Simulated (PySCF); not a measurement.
Species: C2H4Cl2O2Si.
SMILES with atom numbers: `[O:1]=[CH:2][O:3][Si@H:4]([Cl:5])[CH2:6][Cl:7]` (hydrogens: H8 on C2; H9 on Si4; H10, H11 on C6)

Cartesian coordinates in Å at the PBE0-D3(BJ)/def2-SVP level; atoms count from 1:
```
atom  x, y, z in Å
O1     1.8581    0.3902    0.9779
C2     1.9864   -0.0939   -0.1125
O3     1.0229   -0.7447   -0.7583
Si4   -0.5227   -0.8626   -0.0419
Cl5   -1.6510   -1.7902   -1.4772
C6    -1.2051    0.8443    0.3173
Cl7   -1.0238    1.8909   -1.1174
H8     2.9205   -0.0625   -0.7091
H9    -0.4609   -1.7251    1.1617
H10   -2.2701    0.7985    0.5890
H11   -0.6424    1.2954    1.1474
```

The closed-shell ground state was solved at several levels (PySCF, density fitting, gas phase, non-relativistic).

```
           level  basis functions  total energy (Eh)  HOMO (eV)  LUMO (eV)  gap (eV)  dipole (D)
    PBE0/6-31+G*              146         -1438.3358      -8.53      -0.72      7.81        1.28
   PBE0/def2-SVP              130         -1437.8356      -8.30      -0.40      7.90        1.08
PBE0/aug-cc-pVDZ              209         -1438.4307      -8.48      -0.72      7.76        1.09
```

Estimate the row for PBE0/def2-TZVP, a basis of 259 functions; the other rows only guide the guess.

Total energy -1438.5260 Eh, HOMO -8.42 eV, LUMO -0.60 eV, gap 7.82 eV, dipole 1.02 D.

Over all these levels, which gives the widest orbital gap and which the narrowest?

PBE0/def2-SVP has the widest, 7.90 eV, and PBE0/aug-cc-pVDZ the narrowest, 7.76 eV. From the narrowest to the widest the HOMO moves by +0.18 eV and the LUMO by +0.32 eV.

How much does the basis alone move the frontier levels among the 4 PBE0 rows (the withheld one included)?

The HOMO by 0.23 eV and the LUMO by 0.32 eV. By rising basis size (HOMO, LUMO in eV): def2-SVP -8.30, -0.40; 6-31+G* -8.53, -0.72; aug-cc-pVDZ -8.48, -0.72; def2-TZVP -8.42, -0.60.

How far do the dipole and the HOMO energy spread over the levels?

The dipole runs from 1.02 to 1.28 D (mean 1.12 D) and the HOMO from -8.53 to -8.30 eV.

One conformer stands for the species.
